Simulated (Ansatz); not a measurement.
```yaml
crystal:
  periodic: [false, false, false]
  atoms:
    - {symbol: C, position_ang: [-0.621408, -0.923348, -3.269305]}
    - {symbol: O, position_ang: [-0.609854, -0.523609, -1.943529]}
    - {symbol: Zr, position_ang: [-0.210833, -0.291006, -0.065814]}
    - {symbol: C, position_ang: [-2.184542, -0.766481, 0.923934]}
    - {symbol: N, position_ang: [0.007192, 1.701176, 0.330892]}
    - {symbol: C, position_ang: [0.845196, 2.565630, 1.111570]}
    - {symbol: C, position_ang: [-0.984227, 2.455747, -0.407212]}
    - {symbol: C, position_ang: [1.359565, -0.818722, 1.871891]}
    - {symbol: C, position_ang: [2.169713, -0.607703, 0.735868]}
    - {symbol: C, position_ang: [1.905807, -1.642958, -0.186070]}
    - {symbol: C, position_ang: [0.927956, -2.487954, 0.378863]}
    - {symbol: C, position_ang: [0.589250, -1.978009, 1.651190]}
    - {symbol: H, position_ang: [0.133124, -1.697352, -3.459199]}
    - {symbol: H, position_ang: [-1.601342, -1.333298, -3.539703]}
    - {symbol: H, position_ang: [-0.412997, -0.076359, -3.933831]}
    - {symbol: H, position_ang: [-2.497233, -1.806684, 0.776880]}
    - {symbol: H, position_ang: [-2.194923, -0.565640, 2.000055]}
    - {symbol: H, position_ang: [-2.953048, -0.129293, 0.465673]}
    - {symbol: H, position_ang: [1.590482, 1.994678, 1.665988]}
    - {symbol: H, position_ang: [1.378629, 3.294047, 0.480800]}
    - {symbol: H, position_ang: [0.258716, 3.145035, 1.840698]}
    - {symbol: H, position_ang: [-0.520604, 3.182671, -1.091199]}
    - {symbol: H, position_ang: [-1.657240, 3.007747, 0.264869]}
    - {symbol: H, position_ang: [-1.614620, 1.798899, -1.019964]}
    - {symbol: H, position_ang: [1.316851, -0.189583, 2.748981]}
    - {symbol: H, position_ang: [2.864164, 0.206453, 0.589604]}
    - {symbol: H, position_ang: [2.358446, -1.756484, -1.160608]}
    - {symbol: H, position_ang: [0.495762, -3.360503, -0.090401]}
    - {symbol: H, position_ang: [-0.137971, -2.397106, 2.329078]}
basis:
  gaussian: {orbitals: def2-TZVPD, final_grid: {core_spheres: 1, valence_spheres: 1, degree: 5}}
hamiltonian: {xc: {name: r2SCAN}}
output: {forces: true}
```

```sh
$ ansatz run in.yaml --threads 11 --pin off --events-out ev --progress --plain --max-ram 110592MiB --backend cuda --devices 0, --max-vram 75GiB
```

Output, abridged:

```
Functional definition: r2SCAN
3117 factors; their error is unknown
mean field evaluation 1: about -14390.6101 eV, gradient 1.3e2 eV
mean field evaluation 2: about -14247.8242 eV, gradient 2.8e2 eV
mean field evaluation 4: about -14427.2719 eV, gradient 3.0e1 eV
mean field evaluation 8: about -14429.2175 eV, gradient 4.6e-1 eV
mean field evaluation 16: about -14378.2114 eV, gradient 4.4e0 eV
a density is far from that of the atoms, so the factors are made again for it
4944 factors; integrals over basis functions are off by at most 1.1e-3 eV
mean field -14382.66992757 eV, -528.5533709145 hartree, gradient 2.6e-5 eV, S^2 0.000000; 0 other end points of the search recorded, 0 dependent functions left out
reference -14382.66995672 eV, -528.5533719855 hartree; 49, 49 occupied and 554, 554 virtual orbitals, 4944 factors
Total energy: -14382.66995672 eV, -528.5533719855 hartree
Atom 0 at    -0.621408    -0.923348    -3.269305 Å, force    -0.397195     0.403915    -1.456942 eV/Å
Atom 1 at    -0.609854    -0.523609    -1.943529 Å, force    -1.086314    -3.022020   -14.531294 eV/Å
Atom 2 at    -0.210833    -0.291006    -0.065814 Å, force    23.054347    -6.641871    -3.286116 eV/Å
Atom 3 at    -2.184542    -0.766481     0.923934 Å, force   -21.891977    -4.851094     9.992812 eV/Å
Atom 4 at     0.007192     1.701176     0.330892 Å, force   -42.584868   -17.915196   -33.186365 eV/Å
Atom 5 at     0.845196     2.565630     1.111570 Å, force    34.592538    39.547594    16.538296 eV/Å
Atom 6 at    -0.984227     2.455747    -0.407212 Å, force    10.472126    -7.280124     6.303063 eV/Å
Atom 7 at     1.359565    -0.818722     1.871891 Å, force     4.745306    -7.210683   -17.769777 eV/Å
Atom 8 at     2.169713    -0.607703     0.735868 Å, force   -13.728416   -12.193782     3.647793 eV/Å
Atom 9 at     1.905807    -1.642958    -0.186070 Å, force   -10.872883     7.905858    17.618361 eV/Å
Atom 10 at     0.927956    -2.487954     0.378863 Å, force     4.071271    20.127403     6.297761 eV/Å
Atom 11 at     0.589250    -1.978009     1.651190 Å, force    12.551593     8.886774   -15.626965 eV/Å
Atom 12 at     0.133124    -1.697352    -3.459199 Å, force    -5.128446     5.969370     1.650477 eV/Å
Atom 13 at    -1.601342    -1.333298    -3.539703 Å, force     7.168544     3.359916     2.488324 eV/Å
Atom 14 at    -0.412997    -0.076359    -3.933831 Å, force    -1.501496    -4.385512     3.780469 eV/Å
Atom 15 at    -2.497233    -1.806684     0.776880 Å, force    -0.086043     2.408066     1.198296 eV/Å
Atom 16 at    -2.194923    -0.565640     2.000055 Å, force    -0.343810    -0.720470    -4.431437 eV/Å
Atom 17 at    -2.953048    -0.129293     0.465673 Å, force     2.465646    -2.481115     2.594874 eV/Å
Atom 18 at     1.590482     1.994678     1.665988 Å, force    -5.886332    -0.820309     1.767299 eV/Å
Atom 19 at     1.378629     3.294047     0.480800 Å, force   -11.179628   -22.332806    -3.085745 eV/Å
Atom 20 at     0.258716     3.145035     1.840698 Å, force     2.188631     9.158622     6.848739 eV/Å
Atom 21 at    -0.520604     3.182671    -1.091199 Å, force     2.001362    -6.272889     5.125704 eV/Å
Atom 22 at    -1.657240     3.007747     0.264869 Å, force     7.110389    -3.158074    -0.703297 eV/Å
Atom 23 at    -1.614620     1.798899    -1.019964 Å, force     3.611587     2.212967     3.696276 eV/Å
Atom 24 at     1.316851    -0.189583     2.748981 Å, force    -0.582273    -4.214307    -3.259764 eV/Å
Atom 25 at     2.864164     0.206453     0.589604 Å, force    -2.023490    -3.557891     2.143670 eV/Å
Atom 26 at     2.358446    -1.756484    -1.160608 Å, force    -2.635104     0.835914     7.063323 eV/Å
Atom 27 at     0.495762    -3.360503    -0.090401 Å, force     2.221619     4.484538     2.434185 eV/Å
Atom 28 at    -0.137971    -2.397106     2.329078 Å, force     3.673316     1.757206    -3.852020 eV/Å
Dipole moment:    -0.320515    -0.535893    -0.496759 e Å
```

In this input the integration grid is far too coarse. The run converged. The result belongs to that input, not to the molecule as meant.
